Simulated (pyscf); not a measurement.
PySCF, gas phase, ωB97X-D3(BJ)/def2-SVP geometries. Correlated levels are frozen-core, on RHF or UHF. ΔMP2 is the change of the MP2 total energy from the triple- to the quadruple-zeta basis.

Task: How much does it cost (ΔH, 298 K, CCSD(T)/def2-TZVPP + ΔMP2(QZVPP)) to split H₂N–NH–InH₂ at its In–N bond into •HN–NH₂ + InH₂•?

Result: In–N to •HN–NH₂ + InH₂•: 2.33 eV. The radicals are drawn with the spin at the cut bond; how far it spreads was not checked. H₂N–NH–InH₂ lies 1.90 eV over its isomer H₂N–InH–NH₂, and others may lie lower still (electronic energy, ωB97M-D3(BJ)). Other isomers of •HN–NH₂ were not searched in full and may lie lower. The CCSD(T) − MP2 part came from Ansatz, without density fitting, on the same reference. The frozen core leaves the outer d or s,p core shells of the metals and heavy elements correlated in the MP2 and CC values, and def2-TZVPP describes them poorly, which can shift differences by a few kcal/mol. Elements past Kr carry the def2 core potentials, without spin-orbit coupling.
